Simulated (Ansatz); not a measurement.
FI₃Ti (`[F][Ti]([I])([I])[I]`), relaxed with RKS PBE-D4/def2-SVP in Ansatz 0.2.0 from a rough embedded geometry. The force threshold is 0.03 eV/Å; the program also tests the step.

Charge 0, multiplicity 1. I takes the def2 core potential.

Start:

```xyz
5

F    -1.853    0.480    0.835
Ti   -0.147    0.061    0.060
I     0.011   -2.617   -0.176
I     0.110    1.126   -2.361
I     1.879    0.950    1.641
```

```csv
step,energy (eV),largest force (eV/Å),largest move (Å)
1,-50126.8892,3.503,0.000
2,-50127.5135,1.786,0.196
3,-50127.5816,0.100,0.061
4 (rejected),-50127.5794,0.091,0.060
5,-50127.5827,0.015,0.021
```

End:

```xyz
5

F    -1.681    0.472    0.762
Ti   -0.153    0.043    0.069
I     0.019   -2.496   -0.145
I     0.074    1.096   -2.247
I     1.741    0.885    1.561
```

Hardware: 4 threads of an Arm Neoverse V2 on a shared host. Wall time 12 s, peak host memory 0.21 GiB.
